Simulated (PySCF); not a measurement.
A species of formula C2H14OSi4 has this rotational fingerprint, computed with PBE0/pcSseg-1 in PySCF (dipole) on a GFN2-xTB geometry, gas phase:

- Rotational constants: A = 1193, B = 751.7, C = 497.6 MHz
- Dipole components: |μa| = 0.77 D, |μb| = 0.89 D, |μc| = 0.28 D
- Inertial defect: -80.39 u·Å²
- κ: -0.27

Question: Which candidate fits, each taken in the one conformer that was computed?
A. `[CH3:1][O:2][SiH2:3][C@H:4]([SiH3:5])[SiH2:6][SiH3:7]` with C1–O2–Si3–C4 177°, O2–Si3–C4–Si5 174°, Si3–C4–Si6–Si7 -59°
B. `[CH3:1][O:2][CH2:3][Si@@H:4]([SiH3:5])[SiH2:6][SiH3:7]` with C1–O2–C3–Si4 175°, O2–C3–Si4–Si5 -78°, C3–Si4–Si6–Si7 -11°
C. `[CH3:1][CH2:2][O:3][Si@@H:4]([SiH3:5])[SiH2:6][SiH3:7]` with C1–C2–O3–Si4 -175°, C2–O3–Si4–Si5 53°, O3–Si4–Si6–Si7 10°

Answer: C. It is CCO[Si@@H]([SiH3])[SiH2][SiH3], an asymmetric top, point group C1. The candidates at the same level (rigid rotor, commonest isotopes):

```tsv
SMILES	A (MHz)	B (MHz)	C (MHz)	μa (D)	μb (D)	μc (D)	Δ (u·Å²)	point group	rotor
CCO[Si@@H]([SiH3])[SiH2][SiH3]	1193	751.7	497.6	0.77	0.89	0.28	-80.39	C1	asymmetric top
CO[SiH2][C@H]([SiH3])[SiH2][SiH3]	1372	876.1	563.3	0.46	1.65	0.22	-47.89	C1	asymmetric top
COC[Si@@H]([SiH3])[SiH2][SiH3]	1368	793.6	584.4	0.11	1.79	0.88	-141.39	C1	asymmetric top
```

`COC[Si@@H]([SiH3])[SiH2][SiH3]` has C 17 % too high; `CO[SiH2][C@H]([SiH3])[SiH2][SiH3]` has B 17 % too high. No structure here is proved a minimum.
